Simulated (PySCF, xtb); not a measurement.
F2S, SMILES FSF (connectivity only; charge and spin as stated), charge +1, multiplicity 2.

Harmonic wavenumbers (cm⁻¹) from GFN2-xTB run with xtb at its own minimum, in rising order: 307, 791, 818.

**Question.** What does PBE-D3(BJ)/def2-TZVP in PySCF 2.14.0 give at its own minimum? (An estimate is asked for; the answer gives what the named calculation found.)

**Answer.** 377, 926, 952. Paired by order, the mean absolute difference is 113 cm⁻¹ and the zero-point energies are 2.7 and 3.2 kcal/mol.
